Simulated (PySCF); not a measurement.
C₃H₃BFNO, SMILES O1C[C@@H](C#N)B1F.

Geometry: B3LYP-D3(BJ)/def2-SVP. The structure was generated by enumeration; whether it is a known compound was not checked.

Vertical ionisation energy (IE) and electron affinity (EA) in eV. Rows of orbital energies are one-electron estimates. Where ΔSCF, EOM or ADC give a negative EA the extra electron is unbound and the value depends on the basis.

```csv
level,IE,EA
"−ε(HOMO), −ε(LUMO), PBE0/def2-TZVP (PySCF)",9.04,0.30
"−ε(HOMO), −ε(LUMO), PBE/def2-TZVP (PySCF)",7.67,1.33
```
